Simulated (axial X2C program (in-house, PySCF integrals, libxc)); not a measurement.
Low determinants of CdB at the PBE0 level, 2c

All values were computed with an axial X2C code built on PySCF integrals. Two-component (2c) means X2C with spin–orbit coupling and atomic mean-field two-electron Coulomb and Gaunt terms. Basis: Cd dyall-v3z [12s12p8d3f2g], B dyall-v3z [7s6p2d1f] (cores contracted in-house); Gaussian nuclei, density fitting, unrestricted open shells. Masses: Cd 113.903 u, B 11.009 u.

Search at 2.413 Å (vertical energies from the lowest determinant):

```tsv
ΔE (eV)	state	electrons beyond evenly filled partner blocks	electrons in ±ω = 1/2, 3/2, 5/2, 7/2
0.00	Ω = 1/2	ω = 1/2	35 14 4 0
0.02	Ω = 3/2	ω = 3/2	34 15 4 0
1.53	Ω = 5/2	2 × ω = 1/2, ω = 3/2	34 15 4 0
2.03	Ω = 3/2	3 × ω = 1/2	35 14 4 0
2.05	Ω = 1/2	2 × ω = -1/2, ω = 3/2	34 15 4 0
```

Lowest determinant, Ω = 1/2 (⟨Sz⟩ = -0.50, ⟨Lz⟩ = 1.00 at PBE0): Re = 2.398 Å, ωe = 282.2 cm⁻¹.

The determinant in row 2 of the search, Ω = 3/2 (⟨Sz⟩ = 0.50, ⟨Lz⟩ = 1.00 at PBE0), was followed along the bond at PBE0; measured from the minimum of the lowest determinant it gives:

Te = 0.022 eV (177 cm⁻¹), Re = 2.416 Å, ωe = 275.0 cm⁻¹.

(1) Compare the bond of the determinant in row 2 with that of the lowest one.

The search compares states at one distance, so a state with another bond length can lie lower; it is not exhaustive and yields mostly the lowest determinant of each block pattern, so other components and higher states of one pattern are missing. These are energies of single determinants, not of spin-adapted states; PBE0 term energies can be off by some tenths of an eV, and the functional has no current term. The lowest determinant need not be the ground state where others lie within half an eV.

Answers

(1) At PBE0 its Re is 0.018 Å longer and its force constant, which goes as ωe², is 0.95 times that of the lowest determinant. T0 ≈ Te + Δωe/2 = 177 + (-4) = 173 cm⁻¹.
